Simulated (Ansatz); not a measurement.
The cluster Si₄Ni₃. The state is a singlet with charge 0. Geometry r2SCAN-D4/def2-SVP.

```
atom    x (Å)    y (Å)    z (Å)
 Ni1  -1.2615  -1.7687   0.2419
 Ni2   1.0532   0.6014  -2.2392
 Ni3  -0.5116   2.1882   1.1990
 Si4   0.2682   1.6970  -0.6608
 Si5  -0.5746   0.1059   1.1449
 Si6   0.6684  -1.9833   1.2194
 Si7   0.3579  -0.8405  -0.9052
```

The restricted singlet is unstable towards broken spin symmetry in Hartree–Fock (as tested in another run); at HF/def2-TZVP, PBE-D4/def2-TZVP, r2SCAN-D4/def2-TZVP, PBE0-D4/def2-TZVP and others this wasn't settled. No other spin state of charge 0 was run. Another isomer (triplet) lies 0.92 eV lower at PBE0-D4/def2-TZVP; other spin states weren't run for this one.

Problem. Estimate the orbital energies around the gap (eV) in Ansatz with HF/def2-TZVP, PBE-D4/def2-TZVP, r2SCAN-D4/def2-TZVP, PBE0-D4/def2-TZVP, r2SCAN0-D4/def2-TZVP.

Solution. 
```
orbital  HF/def2-TZVP  PBE-D4/def2-TZVP  r2SCAN-D4/def2-TZVP  PBE0-D4/def2-TZVP  r2SCAN0-D4/def2-TZVP
 HOMO−5         -9.43             -5.19                -5.30              -6.57                 -6.66
 HOMO−4         -8.43             -5.09                -5.19              -6.51                 -6.61
 HOMO−3         -8.03             -5.05                -5.10              -5.92                 -5.99
 HOMO−2         -7.44             -4.84                -4.92              -5.78                 -5.86
 HOMO−1         -6.81             -4.53                -4.55              -5.23                 -5.28
   HOMO         -6.13             -4.16                -4.20              -4.96                 -5.01
   LUMO          0.33             -3.62                -3.54              -2.87                 -2.83
 LUMO+1          0.46             -3.39                -3.31              -2.66                 -2.63
 LUMO+2          0.99             -2.67                -2.53              -1.85                 -1.80
 LUMO+3          1.10             -2.63                -2.52              -1.83                 -1.76
 LUMO+4          1.21             -2.20                -1.96              -1.37                 -1.22
 LUMO+5          1.38             -2.20                -1.92              -1.30                 -1.14
```
